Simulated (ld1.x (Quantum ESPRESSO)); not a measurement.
# lead: TM pseudisation with PBE, fully relativistic reference atom.

ld1.x (Quantum ESPRESSO) 7.5 input, shortened:

```
&input
   title='Pb', zed=82., rel=2, dft='PBE', iswitch=3,
   config='[Xe] 4f14 5d10 6s2 6p2', rel_dist='average'
 /
 &inputp
   pseudotype=2, tm=.true., lloc=0,
   nlcc=.true., rcore=1.00
 /
3
6P  2  1   2.00   0.00  2.55  2.55  0.0
5D  3  2  10.00   0.00  1.75  1.75  0.0
6S  1  0   2.00   0.00  1.70  1.70  0.0
 &test
   configts(1)='5d10 6s2 6p2'
 /
```

Open shells are filled in proportion to 2j + 1 (rel_dist='average').

All-electron outer shells of the reference configuration (PBE, scalar-relativistic, ld1.x):

```json
{"shell": "4f", "level (eV)": "-132.89", "outermost node (bohr)": "–", "outermost maximum (bohr)": "0.35"}
{"shell": "5p", "level (eV)": "-85.83", "outermost node (bohr)": "0.49", "outermost maximum (bohr)": "0.88"}
{"shell": "5d", "level (eV)": "-21.18", "outermost node (bohr)": "0.52", "outermost maximum (bohr)": "1.07"}
{"shell": "6s", "level (eV)": "-12.04", "outermost node (bohr)": "1.01", "outermost maximum (bohr)": "1.95"}
{"shell": "6p", "level (eV)": "-3.50", "outermost node (bohr)": "1.18", "outermost maximum (bohr)": "2.67"}
```

Results:

| Quantity | Value |
| --- | --- |
| Cutoffs needed | 55 Ry and 90 Ry (the cutoffs (Ry, on a coarse ladder) from which the occupation-weighted sum of valence levels, in a spherical-Bessel basis at the reference potential, stays within 10 and 1 mRy of its value at 400 Ry) |
| Ghost test | no extra level below or beside the all-electron valence levels (p1/2, p3/2, d3/2, d5/2, s, f tested) (spherical-Bessel basis up to 400 Ry, 20 bohr box) |
| Largest excitation error | -72 meV (all-electron minus pseudo) for 5d10 6s0 6p0, out of 7 test configurations |

Generation and tests took about 2.7 s on one core of a shared server CPU.
